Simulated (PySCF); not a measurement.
Electronic structure of Fe²⁺ (iron, charge +2) at the UHF level

Configuration: [Ar] 3d6, high-spin 5D determinant. Computed with PySCF 2.14 in x2c-SVPall, with the spin-free X2C one-electron Hamiltonian (Gaussian nucleus).

```json
{
  "Total energy": "-1270.333556 hartree",
  "One-electron energy": "-1738.4628 hartree",
  "Hartree (Coulomb) energy": "522.8107 hartree",
  "Exchange energy": "-54.6814 hartree",
  "⟨S²⟩": "6.0033",
  "⟨L²⟩": "6.011",
  "Sum of ⟨r⟩": "15.18 bohr",
  "Sum of ⟨r²⟩": "15.89 bohr²",
  "Traceless quadrupole moment −½Σ⟨3z² − r²⟩ along its main axis": "0.470 e·bohr²",
  "Langevin diamagnetic susceptibility": "-12.6 ×10⁻⁶ cm³/mol",
  "Time after the integrals": "0.08 s of wall time on 1 thread of Neoverse-V2 (shared host)"
}
```

```tsv
shell	electrons	mean orbital energy (hartree)	spread (hartree)	rms radius, mean of both spins (bohr)
1s α	1	-264.32927	0	0.0675
1s β	1	-264.32764	0	0.0675
2s α	1	-33.15585	0	0.288
2s β	1	-33.03555	0	0.288
2p α	3	-28.23319	0.03514	0.260
2p β	3	-28.11312	0.00136	0.260
3s α	1	-5.09318	0	0.872
3s β	1	-4.74107	0	0.872
3p α	3	-3.64669	0.07599	0.936
3p β	3	-3.22081	0.05126	0.936
3d α	5	-1.34773	0.08887	1.19
3d β	1	-1.14162	0	1.19
```

Densities and radii are taken from the X2C orbitals without a picture-change correction, which distorts them close to the nucleus.
